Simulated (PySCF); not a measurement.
C₇H₁₀O₂.
SMILES with atom numbers: `[CH2:1]=[CH:2][C:3](=[CH2:4])[C@H:5]([CH:6]=[O:7])[O:8][CH3:9]` (hydrogens: H10, H11 on C1; H12 on C2; H13, H14 on C4; H15 on C5; H16 on C6; H17, H18, H19 on C9)

The same species was optimised twice, with GFN2-xTB and with PBE0-D3(BJ)/def2-SVP (PySCF), and the same property calculations (PySCF, gas phase) were run on both structures.

```json
{"coordinate": "C5–O8 (Å)", "GFN2-xTB": "1.410", "PBE0-D3(BJ)/def2-SVP": "1.397", "change": "-0.013"}
{"coordinate": "C1=C2 (Å)", "GFN2-xTB": "1.328", "PBE0-D3(BJ)/def2-SVP": "1.340", "change": "+0.012"}
{"coordinate": "C3=C4 (Å)", "GFN2-xTB": "1.333", "PBE0-D3(BJ)/def2-SVP": "1.344", "change": "+0.011"}
{"coordinate": "C5–C6 (Å)", "GFN2-xTB": "1.511", "PBE0-D3(BJ)/def2-SVP": "1.522", "change": "+0.011"}
{"coordinate": "C2–C3 (Å)", "GFN2-xTB": "1.455", "PBE0-D3(BJ)/def2-SVP": "1.463", "change": "+0.008"}
{"coordinate": "O8–C9 (Å)", "GFN2-xTB": "1.407", "PBE0-D3(BJ)/def2-SVP": "1.400", "change": "-0.007"}
{"coordinate": "C3–C5 (Å)", "GFN2-xTB": "1.526", "PBE0-D3(BJ)/def2-SVP": "1.522", "change": "-0.004"}
{"coordinate": "C6=O7 (Å)", "GFN2-xTB": "1.197", "PBE0-D3(BJ)/def2-SVP": "1.199", "change": "+0.002"}
{"coordinate": "C3–C5–C6 (°)", "GFN2-xTB": "104.9", "PBE0-D3(BJ)/def2-SVP": "109.0", "change": "+4.1"}
{"coordinate": "C6–C5–O8 (°)", "GFN2-xTB": "107.9", "PBE0-D3(BJ)/def2-SVP": "105.8", "change": "-2.1"}
{"coordinate": "C5–O8–C9 (°)", "GFN2-xTB": "113.5", "PBE0-D3(BJ)/def2-SVP": "114.3", "change": "+0.8"}
{"coordinate": "C5–C6–O7 (°)", "GFN2-xTB": "125.5", "PBE0-D3(BJ)/def2-SVP": "124.8", "change": "-0.7"}
{"coordinate": "C2–C3–C5 (°)", "GFN2-xTB": "119.1", "PBE0-D3(BJ)/def2-SVP": "119.3", "change": "+0.2"}
{"coordinate": "C4–C3–C5 (°)", "GFN2-xTB": "119.3", "PBE0-D3(BJ)/def2-SVP": "119.1", "change": "-0.2"}
{"coordinate": "C1–C2–C3 (°)", "GFN2-xTB": "126.6", "PBE0-D3(BJ)/def2-SVP": "126.5", "change": "-0.1"}
{"coordinate": "C2–C3–C4 (°)", "GFN2-xTB": "121.6", "PBE0-D3(BJ)/def2-SVP": "121.6", "change": "0.0"}
{"coordinate": "C1–C2–C3–C4 (°)", "GFN2-xTB": "-169", "PBE0-D3(BJ)/def2-SVP": "-171", "change": "-2"}
{"coordinate": "C2–C3–C5–C6 (°)", "GFN2-xTB": "-89", "PBE0-D3(BJ)/def2-SVP": "-83", "change": "+6"}
{"coordinate": "C3–C5–C6–O7 (°)", "GFN2-xTB": "82", "PBE0-D3(BJ)/def2-SVP": "85", "change": "+3"}
{"coordinate": "C3–C5–O8–C9 (°)", "GFN2-xTB": "-75", "PBE0-D3(BJ)/def2-SVP": "-80", "change": "-5"}
```

Rotational constants: A = 1943, B = 1397, C = 1071 MHz (GFN2-xTB) against A = 1945, B = 1398, C = 1034 MHz (PBE0-D3(BJ)/def2-SVP). Point groups within 0.08 Å: C1 and C1.

On the GFN2-xTB structure: HOMO (eV) -6.97 [PBE0/pcSseg-1]; LUMO (eV) -1.25 [PBE0/pcSseg-1]; dipole (D) 2.97 [PBE0/pcSseg-1]; GIAO shielding of C1 (ppm) 60.8 [PBE0/pcSseg-1]; GIAO shielding of C2 (ppm) 44.0 [PBE0/pcSseg-1]; GIAO shielding of C3 (ppm) 40.5 [PBE0/pcSseg-1]; GIAO shielding of C4 (ppm) 61.7 [PBE0/pcSseg-1]; GIAO shielding of C5 (ppm) 98.4 [PBE0/pcSseg-1]; GIAO shielding of C6 (ppm) -14.7 [PBE0/pcSseg-1]; GIAO shielding of O7 (ppm) -315.0 [PBE0/pcSseg-1]; GIAO shielding of O8 (ppm) 310.5 [PBE0/pcSseg-1].

What do these properties become on the PBE0-D3(BJ)/def2-SVP structure?

```
                                    property          level  on GFN2-xTB  on PBE0-D3(BJ)/def2-SVP  change
                                   HOMO (eV)  PBE0/pcSseg-1        -6.97                    -6.90   +0.07
                                   LUMO (eV)  PBE0/pcSseg-1        -1.25                    -1.29   -0.04
                                  dipole (D)  PBE0/pcSseg-1         2.97                     2.86   -0.11
energy, GFN2-xTB geometry as zero (kcal/mol)  PBE0/pcSseg-1          0.0                     -1.0    -1.0
                  GIAO shielding of C1 (ppm)  PBE0/pcSseg-1         60.8                     57.1    -3.7
                  GIAO shielding of C2 (ppm)  PBE0/pcSseg-1         44.0                     41.5    -2.5
                  GIAO shielding of C3 (ppm)  PBE0/pcSseg-1         40.5                     39.6    -0.9
                  GIAO shielding of C4 (ppm)  PBE0/pcSseg-1         61.7                     59.1    -2.6
                  GIAO shielding of C5 (ppm)  PBE0/pcSseg-1         98.4                     98.1    -0.3
                  GIAO shielding of C6 (ppm)  PBE0/pcSseg-1        -14.7                    -17.1    -2.4
                  GIAO shielding of O7 (ppm)  PBE0/pcSseg-1       -315.0                   -328.5   -13.5
                  GIAO shielding of O8 (ppm)  PBE0/pcSseg-1        310.5                    315.9    +5.4
```

The heavy atoms differ by 0.105 Å rms after alignment. Among bonds between heavy atoms C1=C2 and C5–O8 change most and about equally (-0.013 to +0.012 Å). Changes are differences of the printed values. Neither structure is proved a minimum here.

Shape of the structure used: `[CH2:1]=[CH:2][C:3](=[CH2:4])[C@H:5]([CH:6]=[O:7])[O:8][CH3:9]`: C1–C2–C3–C4 -171°, C2–C3–C5–C6 -83°, C3–C5–C6–O7 85°, C3–C5–O8–C9 -80°.
